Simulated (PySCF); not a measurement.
Al2GeH3N, CH5AlGeO (calculated)

Computed with PySCF 2.14.0. Calculation on a computer-drawn molecule: optimised geometry and harmonic frequencies of an isolated molecule of the commonest isotopes, restricted reference for singlets and unrestricted otherwise, frozen core in MP2; on germanium a core potential holds 10 electrons, which the energies leave out, and 3d is frozen in MP2 and coupled-cluster steps.

Common to all runs: charge 0; multiplicity 1; basis cc-pV(D+d)Z; basis and core potential on germanium cc-pVDZ-PP ECP10MDF.

(1) Al2GeH3N

Start structure:
```xyz
7
Al2GeH3N
Al    -2.1210     0.2290    -0.4205
N     -1.0220     1.0581     0.7149
Al     0.0527     1.9855     1.7051
Ge     1.5663     3.2200     3.1753
H     -1.6964    -1.1128    -1.1458
H     -3.5467     0.6500    -0.7574
H      2.4899     2.0117     2.7003
```

Settings of this run: method HF.

It finds rotational constants 81.06, 0.5918, 0.591 GHz; total energy -833.3823 hartree; convergence status largest gradient component 6.012e-06 hartree/bohr.

Drawn bonds:
```
atom  other atom  order
   1           2      1
   2           3      2
   3           4      1
   1           5      1
   1           6      1
   4           7      1
```

Optimised structure:
```xyz
7
Al2GeH3N
Al    -2.1401     0.1918    -0.4387
N     -1.0350     0.9065     0.7124
Al     0.0219     1.5865     1.7667
Ge     1.6076     2.6266     3.5328
H     -2.0363    -1.3405    -0.8579
H     -3.3029     1.0394    -1.1197
H      2.6076     3.0313     2.3762
```

Modes:
```
frequency (cm⁻¹)  reduced mass (dalton)
           53.07                  7.628
           55.32                  5.576
           67.46                  1.036
           134.9                   7.52
           147.3                  9.982
           209.9                  16.35
             599                   1.11
           605.5                  1.269
             606                  8.301
             671                  1.196
           874.8                  1.077
            1317                  15.56
            1916                  1.058
            1945                  1.025
            2020                  1.021
```

(2) Al2GeH3N

Start structure:
```xyz
7
Al2GeH3N
Al    -2.1401     0.1918    -0.4387
N     -1.0350     0.9065     0.7124
Al     0.0219     1.5865     1.7667
Ge     1.6076     2.6266     3.5328
H     -2.0363    -1.3405    -0.8579
H     -3.3029     1.0394    -1.1197
H      2.6076     3.0313     2.3762
```

Settings of this run: method MP2.

It finds rotational constants 53.4, 0.5976, 0.5962 GHz; total energy -833.7515 hartree; convergence status largest gradient component 2.308e-06 hartree/bohr.

Drawn bonds:
```
atom  other atom  order
   1           2      1
   2           3      2
   3           4      1
   1           5      1
   1           6      1
   4           7      1
```

Optimised structure:
```xyz
7
Al2GeH3N
Al    -2.1207     0.2041    -0.4225
N     -1.3313     0.7894     1.0761
Al    -0.0482     1.5598     1.8684
Ge     1.6709     2.6494     3.4515
H     -1.8554    -1.2681    -0.9469
H     -3.1334     1.1336    -1.2119
H      2.5409     2.9733     2.1571
```

Modes:
```
frequency (cm⁻¹)  reduced mass (dalton)
           34.95                  7.462
            57.3                  4.633
           62.94                  2.388
           98.34                  13.43
           122.7                  1.127
           222.4                  15.16
           546.7                   1.07
           552.5                  1.228
             567                  12.13
           629.7                  1.183
           819.4                  1.065
            1147                  15.62
            1939                  1.061
            1943                  1.024
            1968                  1.021
```

(3) CH5AlGeO

Start structure:
```xyz
9
CH5AlGeO
Al    -0.4542     1.2015     0.4357
O     -0.9091    -0.3897     0.1549
C     -1.1911    -1.7063     0.0797
Ge     0.4396    -2.1401     1.0831
H     -1.4809     2.3495     0.3378
H      1.0609     1.5335     0.6343
H     -1.3310    -1.9727    -0.9480
H     -2.2541    -1.8207     0.6063
H     -0.2142    -1.8008     2.4572
```

Settings of this run: method HF.

It finds rotational constants 11.57, 1.514, 1.389 GHz; total energy -650.9291 hartree; convergence status largest gradient component 7.16e-06 hartree/bohr.

Drawn bonds:
```
atom  other atom  order
   1           2      1
   2           3      1
   3           4      1
   1           5      1
   1           6      1
   3           7      1
   3           8      1
   4           9      1
```

Optimised structure:
```xyz
9
CH5AlGeO
Al    -0.3640     1.1828     0.3629
O     -0.3011    -0.5079     0.1554
C     -1.2382    -1.6003     0.1033
Ge     0.2082    -2.4838     1.1605
H     -1.7736     1.8783     0.4129
H      1.0161     1.9168     0.4862
H     -1.3702    -1.9149    -0.9306
H     -2.1947    -1.3314     0.5493
H     -0.3167    -1.8854     2.5410
```

Modes:
```
frequency (cm⁻¹)  reduced mass (dalton)
           32.61                  3.186
           104.1                   2.77
           169.8                   1.98
           205.3                  2.666
           488.5                  1.104
           583.5                  1.513
           602.4                  2.574
           663.8                  1.171
           678.4                   2.08
           699.8                   1.54
           834.3                   1.13
             918                  1.202
            1113                  9.188
            1282                  1.152
            1313                  1.292
            1580                  1.076
            1947                  1.022
            2020                  1.042
            2039                  1.043
            3217                  1.053
            3293                  1.115
```
